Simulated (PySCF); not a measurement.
C4H9SSi2 (doublet state).
Cartesian coordinates in Å at the GFN2-xTB level; atoms count from 1:
```
atom  x, y, z in Å
C1    -2.880   -1.562    0.696
Si2   -2.175   -0.099    1.664
C3    -0.628    0.635    1.104
C4     0.334    1.264    0.674
Si5    1.815    2.069   -0.043
S6     2.057    1.251   -2.030
C7     2.078   -0.524   -1.638
H8    -2.731   -1.432   -0.372
H9    -2.394   -2.493    0.988
H10   -3.947   -1.678    0.873
H11   -2.478   -0.052    3.085
H12    3.019    1.731    0.721
H13    1.673    3.497   -0.293
H14    1.177   -0.781   -1.090
H15    2.961   -0.759   -1.050
H16    2.110   -1.057   -2.582
```

The hyperfine couplings belong to this conformer and change with its torsions.

Identity: `C[SiH]C#C[SiH2]SC` [radical].

Level of theory: UKS B3LYP, pcH-1 on C H S Si, non-relativistic, mean-field spin-orbit, GIAO (PySCF 2.14.0). The structure is a single GFN2-xTB conformer in the gas phase; no vibrational or solvent corrections. Couplings are sensitive to structure, and on GFN2-xTB geometries they can be far from those on DFT ones, by a factor of two or more for some ions and for spin on atoms past the first row. Stability of the SCF solution: not tested.

Principal values of hyperfine tensors in MHz (contact, dipolar and spin–orbit terms together), for some of the nuclei:

```json
{"atom": "Si2", "isotope": "29Si", "A1": "-459.69", "A2": "-203.66", "A3": "-203.23"}
{"atom": "C4", "isotope": "13C", "A1": "-1.37", "A2": "3.32", "A3": "56.90"}
{"atom": "C3", "isotope": "13C", "A1": "-29.32", "A2": "-15.94", "A3": "-5.06"}
{"atom": "H13", "isotope": "1H", "A1": "15.05", "A2": "15.58", "A3": "18.02"}
{"atom": "H12", "isotope": "1H", "A1": "11.94", "A2": "12.36", "A3": "14.97"}
{"atom": "Si5", "isotope": "29Si", "A1": "12.15", "A2": "12.31", "A3": "13.53"}
{"atom": "H10", "isotope": "1H", "A1": "8.64", "A2": "9.51", "A3": "17.42"}
{"atom": "H11", "isotope": "1H", "A1": "-21.23", "A2": "-8.58", "A3": "-2.36"}
```

Question: Split each tensor into its isotropic and traceless parts, and turn a_iso into mT with g = 2.0032.

Answer: a_iso is a third of the trace, T = A − a_iso, and a(mT) = a(MHz)/(g × 13.996). The tensors hold a spin–orbit part: the run splits a_iso into a_FC + a_SO, and T includes its anisotropic share.

| atom | a_iso (MHz) | a_FC | a_SO | a_iso (mT) | T1 | T2 | T3 |
| --- | --- | --- | --- | --- | --- | --- | --- |
| Si2 | -288.86 | -289.99 | 1.13 | -10.303 | -170.83 | 85.20 | 85.63 |
| C4 | 19.62 | 19.74 | -0.12 | 0.700 | -20.99 | -16.30 | 37.28 |
| C3 | -16.77 | -16.78 | 0.01 | -0.598 | -12.55 | 0.83 | 11.72 |
| H13 | 16.22 | 16.22 | 0.00 | 0.578 | -1.16 | -0.64 | 1.80 |
| H12 | 13.09 | 13.09 | 0.00 | 0.467 | -1.15 | -0.73 | 1.88 |
| Si5 | 12.66 | 12.69 | -0.02 | 0.452 | -0.51 | -0.35 | 0.87 |
| H10 | 11.85 | 11.85 | 0.00 | 0.423 | -3.22 | -2.34 | 5.56 |
| H11 | -10.72 | -10.74 | 0.02 | -0.382 | -10.51 | 2.15 | 8.36 |

Question: What spin density at the nucleus of H12 lies behind its contact coupling (g_N = 5.58569)?

Answer: a_FC = 800.24 MHz bohr³ × g_N × ρ(0)/(2S). With a_FC = 13.09 MHz and 2S = 1, ρ(0) = 0.002929 bohr⁻³. In magnitude that is 0.9 % of the 1/π = 0.318 of a free hydrogen atom.

Question: H9 (1H, g_N = 5.58569) isn't in the table. Its spin density at the nucleus is 0.01457 bohr⁻³. What is its contact coupling?

Answer: By the same relation, a_FC = 65.1 MHz. Its full tensor has the principal values 61.88, 65.06, 68.47 MHz.

Question: Which nucleus of the table has the largest anisotropic coupling, and what is its form?

Answer: Si2: -170.8, 85.2, 85.6 MHz (the dipolar term alone has -169.8, 84.6, 85.2), axial, in the ratio +1:+1:−2, the form that spin in one p orbital centred on that nucleus gives (the nuclear moment is negative).

Question: What first-order splitting does C3 cause when the field lies along A1, A2 or A3 of its tensor (g taken as isotropic, no quadrupole term)?

Answer: 2 lines (I = 1/2), spaced by |A_i|/(g × 13.996): 1.05, 0.57, 0.18 mT along the axes of A1, A2 and A3.
